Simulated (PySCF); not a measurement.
Exercise with solution: chemical shift, span and skew from a shielding tensor

BF2, SMILES F[B+]F, charge +1. Atoms are numbered in the order given.

```xyz
3

B      0.0000     0.0000     0.0000
F      0.0000     0.0000    -1.2386
F      0.0000     0.0000     1.2386
```
Charge +1, spin multiplicity 1.

Coordinates come from a PBE-D3(BJ)/def2-TZVP optimisation.

GIAO shieldings from PySCF with PBE/pcSseg-2, non-relativistic, no solvent. The symmetric part of the tensor of F2 has the principal values 200.0, 200.0, 482.2 ppm. The same nucleus in CFCl3 has σ = 132.0 ppm at this level (PySCF, at its B3LYP-D3(BJ)/def2-TZVP geometry).

Task: Work out the isotropic shielding, the ¹⁹F shift against CFCl3, the span and the skew.

Result: 
σ(iso) = (σ11 + σ22 + σ33)/3 = 294.1 ppm. δ = σ(ref) − σ(iso) = 132.0 − (294.1) = -162.1 ppm.
Span Ω = σ33 − σ11 = 282.2 ppm. Skew κ = 3(σ(iso) − σ22)/Ω = 1.00, an axial tensor. Tumbling in solution averages the tensor to δ; in a static solid the shielding alone would spread this spin-1/2 line over Ω.
